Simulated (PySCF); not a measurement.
# Radial density of Cr²⁺ (chromium, charge +2)

UHF, [Ar] 3d4, high-spin 5D determinant. Calculation: PySCF 2.14, in 6-31G*; the non-relativistic Hamiltonian (point nucleus).

```tsv
r (bohr)	4πr²ρ (e/bohr)	4πr²(ρα − ρβ)
0.00118	0.1520	0.0000
0.00199	0.4197	0.0000
0.00335	1.120	0.0000
0.00563	2.826	0.0000
0.00947	6.671	0.0000
0.0159	13.84	0.0000
0.0268	23.47	0.0001
0.0451	28.58	0.0004
0.0758	23.72	0.0022
0.128	23.91	0.0223
0.214	31.25	0.2221
0.361	16.18	1.0889
0.607	11.57	2.8160
1.02	10.92	2.9695
1.72	2.303	1.1600
2.89	0.1677	0.1495
4.86	2.167e-05	0.0000
```
